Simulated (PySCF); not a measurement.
Coordinates in bohr (charge 0 multiplicity 4):
```
Cr   -1.8277    0.0000   -1.1146
O    -4.6391    0.0000   -0.1569
Br    2.1474    0.0000    0.7670
```

Method: PySCF, UB3LYP, basis Cr def2-SVP, O def2-SVP, Br def2-SVP (no relativity, density fitting).

This geometry of CrOBr is a stationary point at this level.

Task: What is the point group?

Result: Cs.

Task: Is it a minimum?

Result: Yes: all harmonic wavenumbers are real.

Task: Which band is strongest in the infrared?

Result: 1015 cm⁻¹ (a'), 125 km/mol.

Task: What are the dipole moment and the gap between the highest occupied and lowest empty levels of either spin?

Result: 2.28 D and 2.92 eV.

Task: Give the atomic charges and bond orders.

Result: 
```
atom  Mulliken  Löwdin  polar tensor  spin (Mulliken)  Mayer order to Cr1
 Cr1      0.66    0.22          1.16             3.37                   –
  O2     -0.41   -0.14         -0.64            -0.29                2.14
 Br3     -0.25   -0.09         -0.52            -0.08                1.19
```

Only a few start shapes were tried, so a lower isomer may exist. With open d or f shells other occupations or spin states may lie lower.
